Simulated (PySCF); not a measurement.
Compound: C2H8AsB.
SMILES: `CCB[AsH2]`

Torsions of this conformer, `[CH3:1][CH2:2][BH:3][AsH2:4]`: C1–C2–B3–As4 147°, H–As4–B3–C2 38°, H–As4–B3–C2 135°.

The closed-shell ground state was solved at several levels (PySCF, density fitting, gas phase). One conformer (not necessarily the lowest) at the PBE0-D3(BJ)/def2-SVP geometry, without solvent, vibrations or thermal averaging. The calculation is non-relativistic and has no spin–orbit coupling, an omission that weighs most on arsenic.

```
                       level  basis functions  HOMO (eV)  LUMO (eV)  gap (eV)  dipole (D)
B3LYP/pcJ-1 (pcSseg-1 on As)              202      -6.96      -1.59      5.37        1.02
         CAM-B3LYP/def2-SVPD              162      -8.40      -0.30      8.10        1.08
                KT2/pcSseg-2              283      -6.17      -2.37      3.80        0.99
```

Problem. Estimate the row for PBE0/pcSseg-1, a basis of 132 functions; the other rows only guide the guess.

Solution. HOMO -7.18 eV, LUMO -1.41 eV, gap 5.77 eV, dipole 1.12 D.

Problem. Over all these levels, which gives the widest orbital gap and which the narrowest?

Solution. CAM-B3LYP/def2-SVPD (range-separated hybrid) has the widest, 8.10 eV, and KT2/pcSseg-2 (GGA) the narrowest, 3.80 eV. Functional and basis both differ between the two, so the spread mixes both effects.

Problem. How far do the dipole and the HOMO energy spread over the levels?

Solution. The dipole runs from 0.99 to 1.12 D (mean 1.05 D) and the HOMO from -8.40 to -6.17 eV.
